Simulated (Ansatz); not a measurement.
BeSi₄⁻: single points at one geometry.

```yaml
crystal:
  periodic: [false, false, false]
  atoms:
    - {symbol: Be, position_ang: [1.119116, 0.020104, -0.238089]}
    - {symbol: Si, position_ang: [-0.300055, 0.093865, 1.452157]}
    - {symbol: Si, position_ang: [-0.861350, -0.113992, -1.205425]}
    - {symbol: Si, position_ang: [-0.077441, 1.912272, -0.316506]}
    - {symbol: Si, position_ang: [0.119730, -1.912239, 0.307852]}
basis:
  gaussian: {orbitals: def2-TZVPD, initial_orbitals: start.molden}
total_charge: -1
magnetization: {spin_polarized: true, initial_magnetization: 1}
hamiltonian: {xc: pbe, dispersion: d4}
scf: {omitted_lower_state_checks: [starts]}
output: {forces: true, orbitals: {seedname: orbitals}}
```

The file start.molden holds the orbitals of an earlier run on this structure, at another level or in another basis.

```sh
$ ansatz run in.yaml --threads 4 --pin off --events-out ev --progress --plain --max-ram 4787MiB
```

It prints (some lines left out):

```
Functional definition: PBE
1257 factors; their error is unknown
mean field evaluation 1: about -31895.5240 eV, gradient 8.5e0 eV
mean field evaluation 2: about -31895.6295 eV, gradient 1.8e-1 eV
mean field evaluation 4: about -31895.6192 eV, gradient 3.8e-2 eV
mean field evaluation 8: about -31895.6192 eV, gradient 2.0e-5 eV
mean field -31895.61921192 eV, -1172.1423864108 hartree, gradient 2.1e-5 eV, S^2 0.758998; 0 other end points of the search recorded, 0 dependent functions left out
reference -31895.61925097 eV, -1172.1423878459 hartree; 31, 30 occupied and 163, 164 virtual orbitals, 1257 factors
Total energy: -31895.95987616 eV, -1172.1549055908 hartree
Atom 0 at     1.119116     0.020104    -0.238089 Å, force    -0.267530    -0.012601     0.059758 eV/Å
Atom 1 at    -0.300055     0.093865     1.452157 Å, force     0.094197    -0.050090    -0.224734 eV/Å
Atom 2 at    -0.861350    -0.113992    -1.205425 Å, force     0.174880     0.050442     0.168404 eV/Å
Atom 3 at    -0.077441     1.912272    -0.316506 Å, force     0.002671    -0.191483     0.006620 eV/Å
Atom 4 at     0.119730    -1.912239     0.307852 Å, force    -0.004218     0.203732    -0.010048 eV/Å
Dipole moment:     0.134753     0.002117    -0.028619 e Å
Checks for a lower state left out: starts
```

Run time 5.5 s (4 threads of Arm Neoverse V2 on a shared host).

First input, but with `hamiltonian: {xc: {name: B3LYP}, dispersion: d4}`, `output: {orbitals: {seedname: orbitals}}` (abridged; 8.5 s):

```
Functional definition: B3LYP
mean field -31913.40126952 eV, -1172.7958649745 hartree, gradient 1.7e-5 eV, S^2 0.761846
Total energy: -31913.97572157 eV, -1172.8169756979 hartree
Checks for a lower state left out: starts
```

As the first input, with `gaussian: {orbitals: STO-3G}`, `hamiltonian: {xc: hf}`, `output: {orbitals: {seedname: orbitals}}` (abridged; 0.3 s):

```
Functional definition: HF
mean field evaluation 16: about -31471.2416 eV, gradient 1.6e-1 eV
mean field -31471.30059997 eV, -1156.5489650351 hartree, gradient 3.7e-6 eV, S^2 0.865475
Total energy: -31471.30059997 eV, -1156.5489650351 hartree
Checks for a lower state left out: starts
```

The first input with `hamiltonian: {xc: pbe0, dispersion: d4}`, `output: {orbitals: {seedname: orbitals}}` (abridged; 8 s):

```
Functional definition: PBE0
mean field -31898.17001374 eV, -1172.2361266488 hartree, gradient 1.8e-5 eV, S^2 0.769584
Total energy: -31898.45821159 eV, -1172.2467177243 hartree
Checks for a lower state left out: starts
```

The first input with `correlation: {method: mp2}`, `output: {orbitals: {seedname: orbitals}}` and without the key `hamiltonian` (abridged; 4.8 s):

```
Functional definition: HF
mean field -31845.79328261 eV, -1170.3113172820 hartree, gradient 5.1e-6 eV, S^2 0.871372
20 core orbitals not correlated, not the lowest: weight in the atoms' cores, before any rotation towards them, 1.000 or more for the frozen orbitals, at most 0.000 for the correlated occupied ones
second order -14.39019976 eV of doubles, -0.00000000 eV of singles
Total energy: -31860.18348237 eV, -1170.8401473691 hartree
Checks for a lower state left out: starts
```

The first input with `hamiltonian: {xc: r2scan, dispersion: d4}`, `output: {orbitals: {seedname: orbitals}}` (abridged; 13 s):

```
Functional definition: r2SCAN
mean field -31908.91232316 eV, -1172.6308992386 hartree, gradient 2.3e-5 eV, S^2 0.776584
Total energy: -31908.97608514 eV, -1172.6332424481 hartree
Checks for a lower state left out: starts
```

First input, but with `hamiltonian: {xc: {name: revPBE}, dispersion: d4}`, `output: {orbitals: {seedname: orbitals}}` (abridged; 4.5 s):

```
Functional definition: revPBE
mean field -31905.77517176 eV, -1172.5156110512 hartree, gradient 1.8e-5 eV, S^2 0.760517
Total energy: -31906.53346495 eV, -1172.5434778118 hartree
Checks for a lower state left out: starts
```

Geometry: PBE-D4/def2-SVPD.

B3LYP takes the VWN-RPA correlation. Correlated methods freeze 20 core orbitals. At HF/STO-3G, MP2/def2-TZVPD the charge -1 doublet is spin-contaminated (final ⟨S²⟩ up to 0.87, 0.75 for a pure state). At HF/STO-3G the highest occupied level of the charge -1 doublet lies above zero (up to 2.37 eV). In Hartree–Fock with STO-3G the lack of diffuse functions raises the level. The structure comes from a short search, and lower isomers may exist.
